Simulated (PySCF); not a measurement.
**Working out the excitation energy of Mg**

Mg [Ne] 3s2 (1S) → Mg [Ne] 3p2 (3P). Computed with PySCF 2.14 in aug-cc-pVTZ-DK, with scalar relativity by spin-free X2C-1e. Frozen: [Ne]. Energies in hartree (1 hartree = 27.21139 eV):

| part | Mg (lower) | Mg (upper) |
| --- | --- | --- |
| UHF | -199.919601 | -199.688018 |
| MP2 opposite-spin | -0.023720 | 0.000000 |
| MP2 same-spin | 0.000000 | -0.005081 |

What does Hartree-Fock give?

(-199.688018) − (-199.919601) = 0.231583 hartree = 6.302 eV.

What do MP2 and SCS-MP2 (6/5 opposite-spin, 1/3 same-spin) give?

The opposite-spin parts differ by 0.645 eV and the same-spin parts by -0.138 eV. MP2: 6.302 + (0.645) + (-0.138) = 6.809 eV. SCS-MP2: 6.302 + 1.2 × (0.645) + (-0.138)/3 = 7.030 eV.

Measured between the centres of the two terms (NIST): 7.173 eV, so MP2 (valence) is off by -0.364 eV.

What remains against the reference includes basis incompleteness, the frozen core and correlation beyond second order.
